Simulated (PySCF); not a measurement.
C8H2F4N2O, SMILES Fc1cc(F)c(F)c(-c2nnco2)c1F.

The structure is a stationary point at B3LYP-D3(BJ)/def2-SVP. This is a generated structure with no PubChem entry under its InChIKey; it may be hypothetical. One conformer was computed; it need not be the lowest.

These are TDA-ωB97X/def2-SVP in PySCF values and carry that method's errors.

Vertical excitations. Isolated molecule, no solvent.

| state | energy (eV) | λ (nm) | f | main pairs |
|---|---|---|---|---|
| S1 | 5.09 | 244 | 0.065 | HOMO→LUMO 76 %, HOMO−1→LUMO+1 17 % |
| S2 | 5.66 | 219 | 0.128 | HOMO−2→LUMO 54 %, HOMO−1→LUMO 25 %, HOMO−2→LUMO+2 11 % |
| S3 | 5.79 | 214 | 0.411 | HOMO−1→LUMO 64 %, HOMO−2→LUMO 22 % |
| S4 | 6.75 | 184 | 0.015 | HOMO−2→LUMO+2 39 %, HOMO−4→LUMO 28 %, HOMO−4→LUMO+2 12 %, HOMO−2→LUMO+4 8 % |
| S5 | 6.93 | 179 | 0.497 | HOMO→LUMO+1 57 %, HOMO−3→LUMO 27 % |
| S6 | 7.24 | 171 | 0.022 | HOMO−4→LUMO 42 %, HOMO−2→LUMO+2 22 %, HOMO−2→LUMO+3 7 %, HOMO−2→LUMO+4 7 % |
| T1 | 3.73 | 332 | 0 | HOMO−1→LUMO 69 %, HOMO→LUMO+1 18 % |
| T2 | 3.95 | 314 | 0 | HOMO→LUMO 90 % |
Triplets are in the Tamm–Dancoff approximation.
